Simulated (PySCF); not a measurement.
Geometries of 3 isomers of C4H7BrO, from PBE0-D3(BJ)/def2-SVP geometry optimisation, gas phase in PySCF. One conformer each, no zero-point energy, no frequencies.

Question: Which isomer lies lowest at this level?
A.
```xyz
13
angstrom
C     -2.216   -0.072   -0.288
O     -1.390   -0.060   -1.422
C     -0.069   -0.053   -1.229
C      0.599   -0.079   -0.063
C      2.073   -0.069   -0.022
Br     2.796    1.642    0.664
H     -3.253   -0.075   -0.648
H     -2.042   -0.974    0.325
H     -2.050    0.820    0.340
H      0.462   -0.029   -2.187
H      0.071   -0.082    0.894
H      2.489   -0.819    0.663
H      2.524   -0.197   -1.014
```
B.
```xyz
13
angstrom
C      1.837    0.763   -0.039
O      1.024   -0.282   -0.499
C     -0.049   -0.533    0.322
C     -1.250   -1.161   -0.300
C     -1.299    0.273    0.134
Br    -2.353    0.796    1.638
H      1.281    1.716    0.031
H      2.660    0.883   -0.756
H      2.264    0.541    0.957
H      0.199   -0.821    1.354
H     -1.799   -1.902    0.285
H     -1.214   -1.341   -1.377
H     -1.290    1.042   -0.642
```
C.
```xyz
13
angstrom
C     -2.042   -0.216   -0.587
C     -0.714   -0.465   -1.254
O     -0.619   -1.062   -2.300
C      0.513    0.073   -0.541
C      1.781   -0.225   -1.303
Br     3.341    0.478   -0.385
H     -2.848   -0.633   -1.202
H     -2.061   -0.678    0.413
H     -2.204    0.864   -0.442
H      0.388    1.158   -0.388
H      0.551   -0.360    0.474
H      1.940   -1.304   -1.421
H      1.769    0.227   -2.302
```

Answer: C. That is `CC(=O)CCBr`, 24.2 kcal/mol below the next.

```
            SMILES                     atoms numbered as above       E (Eh)  relative (kcal/mol)  relative (kJ/mol)  dipole (D)
        CC(=O)CCBr    [CH3:1][C:2](=[O:3])[CH2:4][CH2:5][Br:6]  -2804.98345                  0.0                0.0        2.63
        CO/C=C/CBr    [CH3:1][O:2]/[CH:3]=[CH:4]/[CH2:5][Br:6]  -2804.94485                 24.2              101.3        2.58
CO[C@@H]1C[C@H]1Br  [CH3:1][O:2][C@@H:3]1[CH2:4][C@H:5]1[Br:6]  -2804.93069                 33.1              138.5        1.15
```

As drawn, the lowest has a C=O bond, which the highest lacks; the highest has a three-membered ring, which the lowest lacks.
